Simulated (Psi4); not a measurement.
Interaction energy of N2 ··· HF (SMILES N#N and F). Monomers: optimised at B3LYP-D3(BJ) (def2-TZVP), held rigid. Orientation: a higher rigid-body minimum at GFN2-xTB. The monomers approach along the line of their centres of mass (distance R); nothing else relaxes.

Geometry at R = 3.16 Å (first 2 atoms: monomer A):
```
4

N      0.5455     0.0000     0.0000
N     -0.5455     0.0000     0.0000
F     -1.8534    -2.2658     1.2982
H     -1.8290    -1.4139     0.9400
```

Levels: PBE/def2-TZVP, counterpoise-corrected (Psi4); PBE-D3(BJ)/def2-TZVP, counterpoise-corrected (Psi4); wB97X-D/def2-TZVP, counterpoise-corrected (Psi4); CCSD(T)/aug-cc-pVDZ = Psi4 with DF-CCSD(T)/aug-cc-pVDZ, frozen core, counterpoise-corrected.

Interaction energies in kJ/mol; the last columns give the difference from CCSD(T):

```
R / Å  PBE/def2-TZVP  PBE-D3(BJ)/def2-TZVP  wB97X-D/def2-TZVP  CCSD(T)/aug-cc-pVDZ  PBE/def2-TZVP − CCSD(T)/aug-cc-pVDZ  PBE-D3(BJ)/def2-TZVP − CCSD(T)/aug-cc-pVDZ  wB97X-D/def2-TZVP − CCSD(T)/aug-cc-pVDZ
-----  -------------  --------------------  -----------------  -------------------  -----------------------------------  ------------------------------------------  ---------------------------------------
2.54           32.32                 30.27              40.95                46.70                               -14.38                                      -16.43                                    -5.75
2.78            6.43                  4.52              10.85                13.26                                -6.83                                       -8.74                                    -2.41
2.99           -1.61                 -3.36               1.13                 1.89                                -3.51                                       -5.26                                    -0.77
3.16           -3.88                 -5.48              -1.83                -1.83                                -2.06                                       -3.65                                     0.00
3.34           -4.44                 -5.86              -2.88                -3.25                                -1.19                                       -2.62                                     0.37
3.55           -4.08                 -5.30              -3.04                -3.41                                -0.67                                       -1.89                                     0.37
3.84           -3.10                 -4.05              -2.69                -2.76                                -0.34                                       -1.30                                     0.07
4.15           -2.13                 -2.83              -2.12                -1.96                                -0.17                                       -0.87                                    -0.16
4.66           -1.07                 -1.46              -1.24                -1.07                                 0.00                                       -0.39                                    -0.17
5.35           -0.45                 -0.62              -0.56                -0.50                                 0.06                                       -0.11                                    -0.06
6.33           -0.18                 -0.24              -0.23                -0.21                                 0.03                                       -0.03                                    -0.02
7.64           -0.07                 -0.09              -0.09                -0.08                                 0.01                                       -0.01                                    -0.01
```

PBE/def2-TZVP is furthest from CCSD(T)/aug-cc-pVDZ at 2.54 (-14.38 kJ/mol, below); its mean absolute difference over the points is 2.44 kJ/mol.

PBE-D3(BJ)/def2-TZVP is furthest from CCSD(T)/aug-cc-pVDZ at 2.54 (-16.43 kJ/mol, below); its mean absolute difference over the points is 3.44 kJ/mol.

wB97X-D/def2-TZVP is furthest from CCSD(T)/aug-cc-pVDZ at 2.54 (-5.75 kJ/mol, below); its mean absolute difference over the points is 0.85 kJ/mol.
